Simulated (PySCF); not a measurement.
H4Ge. Atoms are numbered in the order given.

```xyz
5

Ge     0.0000     0.0000     0.0000
H      0.8867    -0.8867    -0.8867
H     -0.8867    -0.8867     0.8867
H     -0.8867     0.8867    -0.8867
H      0.8867     0.8867     0.8867
```

The structure is a stationary point at B3LYP-D3(BJ)/def2-TZVP.

Level of theory: PBE/pcSseg-1 (PySCF).

GIAO shieldings, no solvent; atoms alike by connectivity are averaged. δ = σ(ref) − σ: ⁷³Ge against GeH4 (σ = 1614.4 ppm); ¹H against TMS (σ = 31.49 ppm), references at their B3LYP-D3(BJ)/def2-TZVP geometries, non-relativistic.

```
nucleus           atoms  count  δ (ppm)
-------  --------------  -----  -------
⁷³Ge                Ge1      1      0.0
¹H       H2, H3, H4, H5      4     3.88
```
